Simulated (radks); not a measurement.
The numbers below are computed, except where a source is named.
The nitrogen anion N-, [He] 2s2 2p4, held by a Watson sphere: a shell of charge +1 at radius R that stands for the Madelung well of a crystal (potential energy -1/R inside, -1/r outside, in hartree with lengths in bohr). Level of theory: scalar-relativistic Kohn-Sham, LDA (Slater exchange, Perdew-Wang correlation), spin-polarised, spherical densities, finite nucleus; open shells are filled with parallel spins first; Fermi nuclear charge, rms radius of each element as measured or else 0.836 A^(1/3) + 0.57 fm (a radial shooting solver on a logarithmic mesh with Libxc functionals). Response by self-consistent Sternheimer equations with the Hartree and adiabatic LDA kernel, the relativistic mass of each level held fixed and spin-orbit coupling left out. The sphere does not respond.

| R (bohr) | e(2s down) (eV) | e(2p up) (eV) | e(2p down) (eV) | <r> 2p (bohr) | sum of <r^2> (bohr^2) | X-ray form factor at sin(theta)/lambda = 0.3 1/angstrom | alpha (bohr^3) |
|---|---|---|---|---|---|---|---|
| 2.43 | -15.556 | -7.045 | -4.877 | 1.795 | 19.54 | 3.231 | 17.40 |
| 2.53 | -15.355 | -6.866 | -4.710 | 1.816 | 19.85 | 3.226 | 18.39 |
| 2.6 | -15.219 | -6.744 | -4.596 | 1.830 | 20.05 | 3.224 | 19.12 |
| 2.82 | -14.815 | -6.378 | -4.252 | 1.875 | 20.67 | 3.217 | 21.55 |
| 2.83 | -14.797 | -6.362 | -4.237 | 1.877 | 20.70 | 3.217 | 21.67 |
| 2.89 | -14.694 | -6.268 | -4.147 | 1.889 | 20.86 | 3.216 | 22.38 |
| 2.91 | -14.660 | -6.237 | -4.118 | 1.893 | 20.92 | 3.216 | 22.62 |
| 3.35 | -13.981 | -5.607 | -3.513 | 1.980 | 22.04 | 3.212 | 28.57 |
